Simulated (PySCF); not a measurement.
C4H6Si.
SMILES with atom numbers: `[CH:1]1=[CH:2][SiH2:3][CH:4]=[CH:5]1` (hydrogens: H6 on C1; H7 on C2; H8, H9 on Si3; H10 on C4; H11 on C5)

A GFN2-xTB structure was refined with PBE/cc-pVDZ geometry optimisation, gas phase in PySCF 2.14.0. Its GFN2-xTB values:

```csv
coordinate,GFN2-xTB
C1=C2,1.338 Å
C1–C5,1.457 Å
C1–H6,1.082 Å
C2–Si3,1.887 Å
C2–H7,1.077 Å
Si3–H8,1.464 Å
C1–C2–Si3,109.4°
C2–C1–C5,116.2°
C2–Si3–C4,88.8°
```

**Question.** How do these coordinates change at the PBE/cc-pVDZ level?

**Answer.** 
```tsv
coordinate	PBE/cc-pVDZ (Å or °)	change
Si3–H8	1.512	+0.048
C1–C5	1.485	+0.028
C1=C2	1.363	+0.025
C2–H7	1.099	+0.022
C1–H6	1.103	+0.021
C2–Si3	1.891	+0.004
C2–Si3–C4	92.5	+3.7
C1–C2–Si3	106.5	-2.9
C2–C1–C5	117.2	+1.0
```

The energy falls by 3.7 kcal/mol over 4 energy and gradient evaluations, the largest force component goes from 0.0263 to 4.1e-04 Eh/bohr, and the atoms move by 0.043 Å rms after alignment. Among the bonds, Si3–H8 and Si3–H9 change most and about equally (+0.048 Å). Bonds longer at the end by more than 0.005 Å: 9 of 11; shorter: 0. Rotational constants go from 6996, 4763, 2932 to 6601, 4833, 2886 MHz.

The run used 104 basis functions and 28 SCF cycles in all.

Stationary, but not proved a minimum.
